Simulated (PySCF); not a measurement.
Compound: CH₅Ge₂NSe.
Bonds: N1–C2 (triple), C2–Ge3, Ge3–Se4, Se4–Ge5. Hydrogens: H6, H7 on Ge3; H8, H9, H10 on Ge5.

Computed by this run: PBE0-D3(BJ)/def2-SVP geometry optimisation, gas phase (PySCF 2.14.0); density fitting, grid level 1; the optimiser is geomeTRIC in internal coordinates, started from a GFN2-xTB structure with every atom displaced at random (about 0.01 Å).

Step 3: E = -180946.1805 eV
```
atom  x, y, z in Å  |  force x, y, z in eV/Å
N1      0.8020    2.3557   -0.3665   -0.031   0.084  -0.012
C2      1.1354    1.2461   -0.4055    0.032  -0.085   0.023
Ge3     1.5930   -0.6290   -0.4110    0.001   0.017   0.017
Se4    -0.3897   -1.8632   -0.5593   -0.025   0.000  -0.049
Ge5    -1.8626   -0.2570    0.3896    0.016  -0.023   0.027
H6      2.4532   -0.8843   -1.6512    0.016  -0.015  -0.005
H7      2.3580   -0.8870    0.8928   -0.001   0.017   0.010
H8     -2.0540    0.9130   -0.5794    0.004   0.016  -0.019
H9     -1.3096    0.2180    1.7408    0.010   0.004   0.004
H10    -3.1618   -1.0519    0.5770   -0.022  -0.015   0.004
```

Step 4: E = -180946.1850 eV
```
atom  x, y, z in Å  |  force x, y, z in eV/Å
N1      0.8582    2.3867   -0.5340   -0.131   0.468  -0.007
C2      1.1625    1.2721   -0.4934    0.106  -0.490   0.017
Ge3     1.5646   -0.6153   -0.4014    0.239   0.150   0.032
Se4    -0.4079   -1.8049   -0.6910   -0.173  -0.070  -0.096
Ge5    -1.8599   -0.2824    0.4131    0.007  -0.011   0.116
H6      2.5216   -0.9263   -1.5559   -0.008  -0.027  -0.010
H7      2.2303   -0.8408    0.9629   -0.045   0.008   0.017
H8     -2.0744    0.9776   -0.4294    0.021   0.006  -0.059
H9     -1.2718    0.0762    1.7878    0.010  -0.012  -0.011
H10    -3.1593   -1.0824    0.5689   -0.028  -0.023   0.001
```

**Question.** Estimate the geometry and energy of step 5. (The exact step hangs on the optimiser's Hessian estimate; all steps are aligned on step 4, rigid shifts and turns removed.)

**Answer.** E = -180946.1754 eV, largest force 0.978 eV/Å
```
atom  x, y, z in Å  |  force x, y, z in eV/Å
N1      1.0765    2.4603   -0.8804   -0.134   0.917  -0.125
C2      1.2794    1.3433   -0.6808    0.093  -0.967   0.120
Ge3     1.4962   -0.5568   -0.3874    0.632   0.311   0.114
Se4    -0.4552   -1.6293   -0.9519   -0.504  -0.218  -0.056
Ge5    -1.8693   -0.3546    0.4660    0.024  -0.015   0.180
H6      2.6092   -1.0280   -1.3293   -0.024  -0.010  -0.040
H7      1.9238   -0.7045    1.0810   -0.110  -0.007  -0.004
H8     -2.1407    1.0418   -0.0996    0.036   0.031  -0.121
H9     -1.1986   -0.2312    1.8478    0.012  -0.026  -0.048
H10    -3.1572   -1.1805    0.5620   -0.025  -0.016  -0.021
```

The energy changes by +0.0095 eV. The first-order estimate −F·Δx gives -0.0053 eV and the mean of the old and new forces, exact on a quadratic surface, +0.0087 eV. The step makes an angle of 90° with the force vector and moves no atom by more than 0.416 Å. The energy falls at the start of this step and ends higher, so the step passed the lowest point of its straight line.

What follows is the cost of the whole optimisation. On an Arm Neoverse V2 with one thread, shared host with 32 logical CPUs at a one-minute load of 19, this took 2.9 min wall and 0.70 GiB of memory at its peak.
